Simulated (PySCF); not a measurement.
**Polarisability and C₆ of S⁺ (sulfur, charge +1)**

[Ne] 3s2 3p3, high-spin 4S determinant. All numbers are calculated (PySCF 2.14, scalar relativity by spin-free X2C-1e, in aug-cc-pVQZ-DK). Coupled (time-dependent) response in atomic units; α is the mean over directions.

```json
{"method": "UHF", "mean α (bohr³)": "10.85", "C₆ (like pair)": "53.30", "S(−4)": "33.76"}
{"method": "PBE", "mean α (bohr³)": "10.96", "C₆ (like pair)": "54.01", "S(−4)": "33.58"}
{"method": "PBE0", "mean α (bohr³)": "10.82", "C₆ (like pair)": "53.18", "S(−4)": "32.52"}
{"method": "M06", "mean α (bohr³)": "10.85", "C₆ (like pair)": "52.18", "S(−4)": "34.54"}
{"method": "B97-3", "mean α (bohr³)": "10.81", "C₆ (like pair)": "53.17", "S(−4)": "32.27"}
```

S(−4) is the Cauchy moment in α(ω) = α(0) + S(−4) ω² + …

α(iu) at PBE0:

```csv
u (hartree),α(iu) (bohr³)
0,10.82
0.0500,10.74
0.100,10.51
0.200,9.680
0.300,8.580
0.500,6.358
0.750,4.284
1.00,2.974
1.50,1.623
2.00,1.015
3.00,0.5119
5.00,0.2169
```

A single London oscillator, α(iu) = α/(1 + u²/ω²), gives C₆ = (3/4) ω α². Matching the computed C₆ needs ω = 4 × 53.18 / (3 × 10.82²) = 0.606 hartree.

For an ion, C₆ is the dispersion term alone; charge-induced terms of lower order in 1/R come first.
